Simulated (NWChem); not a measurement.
## Total energies of silylphosphine (H5PSi)

```xyz
7

Si    -1.0750     0.0955     0.2241
P      1.1290    -0.0772    -0.3490
H     -1.8516    -0.8869    -0.6096
H     -1.5361     1.4869    -0.1148
H     -1.3593    -0.1700     1.6789
H      1.2981    -1.3190     0.3647
H      1.5638     0.7099     0.7785
```
Charge 0, spin multiplicity 1.

Everything below was run with NWChem. Structure: optimised with PBE/def2-SVP, a minimum by its harmonic frequencies.

Basis set: cc-pVTZ (138 functions).

| method | total energy (Ha) | relative cost |
|---|---|---|
| RHF | -632.60311 | 1 |
| MP2 | -632.89602 | under 3 |
| B2PLYP | -633.61333 | under 3 |
| PBE | -633.54434 | under 3 |
| B3LYP | -633.91357 | under 3 |
| M06-2X | -633.81291 | under 3 |

Total energies of different functionals aren't comparable as a measure of quality: only differences taken within one method are. Relative cost: rough, from shared machines, SCF included, RHF = 1.

The correlated methods keep 10 core orbitals frozen. B3LYP has NWChem's definition, with VWN1-RPA local correlation.
